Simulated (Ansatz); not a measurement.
A series at Ta: from `[NH]=[Ta]([Cl])([Cl])[Cl]`, ligands are replaced one by one, each step taking up NH₃ and setting free HCl; n counts the steps. Ansatz, PBE0-D4/def2-TZVP geometries. Each molecule was computed in one conformer, which needn't be the lowest.

```json
{"n": "0", "molecule": "`[NH]=[Ta]([Cl])([Cl])[Cl]`", "HOMO energy, ωB97M-V/def2-TZVPP (eV)": "-10.82"}
{"n": "1", "molecule": "`[NH]=[Ta]([NH2])([Cl])[Cl]`", "HOMO energy, ωB97M-V/def2-TZVPP (eV)": "-10.33"}
{"n": "2", "molecule": "`[NH]=[Ta]([NH2])([NH2])[Cl]`", "HOMO energy, ωB97M-V/def2-TZVPP (eV)": "?"}
{"n": "3", "molecule": "`[NH]=[Ta]([NH2])([NH2])[NH2]`", "HOMO energy, ωB97M-V/def2-TZVPP (eV)": "-9.08"}
```

Q: By hand: fit a straight line y = ȳ + b (n − n̄) to the 3 given rows and predict n = 2.

A: n̄ = 1.333, ȳ = -10.077; Σ(n − n̄)(y − ȳ) = 2.737, Σ(n − n̄)² = 4.667, so b = 0.586 eV a step. Prediction: -10.077 + (0.586) × (0.667) = -9.69 eV.

Q: By hand: compare with the computed value, -9.76 eV, and give the steps along the whole series.

A: The line misses by -0.07 eV (computed minus predicted). Steps: 0.49, 0.57, 0.68 eV.

The steps grow at each stage, from 0.49 to 0.68 eV, so the series is curved. The highest orbital can change its character along such a series. The miss is 4.0 % of the series' range.
